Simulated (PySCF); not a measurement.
VO (quartet state).
Atom-mapped SMILES: `[O:1][V:2]`

Geometry (PBE0-D3(BJ)/def2-SVP, Å), atoms numbered from 1 in this order:
```xyz
2
VO angstrom
O      0.8024   -0.0805    0.0062
V     -0.7527   -0.0072   -0.0284
```

Theory: PBE0-D3(BJ)/def2-SVP geometry optimisation, gas phase (PySCF 2.14.0).

Masses are those of the commonest isotopes; rigid-rotor values at the optimised geometry. 

(1) What are the moment of inertia and the rotational constant?

(2) List the first levels of a rigid rotor in a Σ state.

(3) Where do the first rotational lines fall?

(4) Estimate the classical rotational partition function at 10 K, 200 K and 500 K.

## Answers

(1) I = 29.516 u·Å², B = 505379 MHz·u·Å²/I = 17122 MHz (0.5711 cm⁻¹, or 0.822 K as hB/k). For two atoms I = μr² with μ = 12.1730 u and r = 1.5571 Å.

(2) E(J) = BJ(J+1): J = 1: 1.142, J = 2: 3.427, J = 3: 6.854, J = 4: 11.423, J = 5: 17.134, J = 6: 23.988 cm⁻¹. For this open shell read J as N, the rotation without spin; fine and hyperfine splittings come on top.

(3) The dipole is 3.32 D; J+1 ← J lies at 2B(J+1): 1 ← 0 at 34.24 GHz, 2 ← 1 at 68.49 GHz, 3 ← 2 at 102.73 GHz, 4 ← 3 at 136.98 GHz, 5 ← 4 at 171.22 GHz, 6 ← 5 at 205.47 GHz.

(4) Point group C∞v, symmetry number σ = 1; q = kT/(σhB), k/h = 20836.6 MHz/K: 12.2 at 10 K, 243 at 200 K, 608 at 500 K.

PBE0-D3(BJ)/def2-SVP frequencies: not computed here. ⟨S²⟩ = 3.808 (exact for a quartet: 3.75). No vibrational averaging or centrifugal distortion is included, and the geometry carries the error of its method.
